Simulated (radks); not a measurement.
Values are calculated unless marked as measured or tabulated.
All-electron atom: the phosphorus ion P4+ in [Ne] 3s1.

Level of theory: non-relativistic Kohn-Sham, OLYP, spin-polarised, spherical densities, point nucleus; open shells are filled with parallel spins first (a radial shooting solver on a logarithmic mesh with Libxc functionals).

Energy parts (eV):
total: -9175.592
kinetic: 9165.309
electron-nucleus: -21219.009
Hartree: 3470.988
exchange-correlation: -592.880

Orbitals (lengths in bohr, moments of r in powers of bohr):
| orbital | occ. | eigenvalue (eV) | <r^4> | <r^2> |
|---|---|---|---|---|
| 1s up | 1 | -2136.383 | 0.0005453 | 0.01453 |
| 1s down | 1 | -2136.129 | 0.0005453 | 0.01453 |
| 2s up | 1 | -230.0679 | 0.1844 | 0.3187 |
| 2s down | 1 | -229.8021 | 0.1847 | 0.3190 |
| 2p up | 3 | -181.5142 | 0.1795 | 0.2885 |
| 2p down | 3 | -181.2406 | 0.1798 | 0.2888 |
| 3s up | 1 | -59.2723 | 12.86 | 2.911 |
| 3s down | 0 | -58.2329 | 12.32 | 2.849 |
| 3p up | 0 | -48.5060 | 18.28 | 3.415 |
| 4s up | 0 | -26.0742 | 222.8 | 12.69 |

The highest occupied level is 3s up at -59.272 eV. Spin moment in Bohr magnetons: 1. For comparison, the ionisation energy in NIST's Atomic Spectra Database is 65.025 eV (measured). In exact Kohn-Sham theory the highest level is minus the ionisation energy, but local and semilocal functionals leave it too shallow, through self-interaction and a potential that decays too fast; potentials with the right tail come closer. Virial ratio -V/T = 2.00112. The electron density at the nucleus is 2186 e/bohr^3. The spin density at the nucleus is 9.994 e/bohr^3 (1s 0.140, 2s 0.106, 3s 9.748), a Fermi contact field of 524 T.
